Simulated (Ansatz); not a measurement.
`[SiH3]O[SiH2][GeH3]` → `O[SiH2][GeH3]` + `[SiH2]`  (silylene loss)

Gas-phase electronic energies from Ansatz, PBE0-D4/def2-TZVP geometries. CBS: MP2 limit from def2 TZ/QZ plus the TZ coupled-cluster correction, frozen cores. This one scheme is used for every species. DFT in def2-TZVPP. B3LYP here is the variant with VWN-RPA as its local correlation; programs differ in this. HSE06 is defined as in plane-wave codes. For Ge outer-core shells are correlated without core-valence functions, which leaves a few kJ/mol of doubt a bond. Scalar relativity is left out up to krypton. Each species was taken in one conformer, which may not be the lowest.

| level | ΔE (kcal/mol) | difference from CCSD(T)/CBS |
| --- | --- | --- |
| LDA (SPW92) | 84.5 | 3.2 |
| PBE-D4 | 78.6 | -2.7 |
| revPBE-D4 | 77.4 | -3.9 |
| BLYP-D4 | 77.6 | -3.7 |
| r2SCAN-D4 | 85.3 | 4.0 |
| B97M-V | 80.0 | -1.3 |
| PBE0-D4 | 81.9 | 0.6 |
| B3LYP-D4 | 80.8 | -0.5 |
| r2SCANh-D4 | 85.7 | 4.4 |
| r2SCAN0-D4 | 86.2 | 4.9 |
| HSE06-D4 | 81.8 | 0.5 |
| BHLYP-D4 | 84.9 | 3.6 |
| CAM-B3LYP-D4 | 83.3 | 2.0 |
| ωB97X-V | 83.3 | 2.0 |
| B2PLYP | 80.9 | -0.4 |
| PBE | 76.7 | -4.6 |
| revPBE | 73.1 | -8.2 |
| BLYP | 73.8 | -7.5 |
| r2SCAN | 84.8 | 3.5 |
| PBE0 | 80.2 | -1.1 |
| B3LYP | 77.8 | -3.5 |
| r2SCANh | 85.1 | 3.8 |
| r2SCAN0 | 85.6 | 4.3 |
| HSE06 | 80.2 | -1.1 |
| BHLYP | 82.3 | 1.0 |
| LC-ωPBE | 84.0 | 2.7 |
| RPA@PBE/def2-TZVPP | 75.7 | -5.6 |
| MP2/def2-SVP | 81.8 | 0.5 |
| CCSD/def2-SVP | 76.1 | -5.2 |
| HF/def2-TZVPP | 81.6 | 0.3 |
| MP2/def2-TZVPP | 84.8 | 3.5 |
| SCS-MP2/def2-TZVPP | 83.0 | 1.7 |
| CCSD/def2-TZVPP | 79.3 | -2.0 |
| CCSD(T)/def2-TZVPP | 79.7 | -1.6 |
| HF/def2-QZVPP | 82.2 | 0.9 |
| MP2/def2-QZVPP | 85.9 | 4.6 |
| SCS-MP2/def2-QZVPP | 84.1 | 2.8 |
| HF/CBS(def2) | 82.3 | 1.0 |
| MP2/CBS(def2) | 86.3 | 5.0 |
| CCSD/CBS(def2) | 80.9 | -0.4 |
| CCSD(T)/CBS | 81.3 | 0 |

(1) What do rigid-rotor, harmonic-oscillator terms from PBE0-D4/def2-TZVP frequencies (298.15 K, 1 bar) make of the CCSD(T)/CBS value? (An estimate is asked.)

Largest T1 diagnostic among the species: 0.014.

## Answers

(1) Computed: ΔZPE = -2.8 kcal/mol, ΔH = +79.4 kcal/mol, ΔS = 128 J/(mol·K), ΔG = +70.2 kcal/mol. Modes under 50 cm⁻¹ make the entropy rough.

The D4 term adds +3.0 kcal/mol with B3LYP and +1.7 kcal/mol with PBE0; it sums over pairs of atoms, weighted by their polarisabilities, and B3LYP, whose exchange is more repulsive, gets the larger term. From BLYP to BHLYP (50 % exact exchange), in def2-TZVPP and without D4, ΔE moves by +8.5 kcal/mol.

CCSD(T)/CBS has its own doubt, a few kJ/mol and more with outer-core shells, so smaller differences from it don't rank the levels.
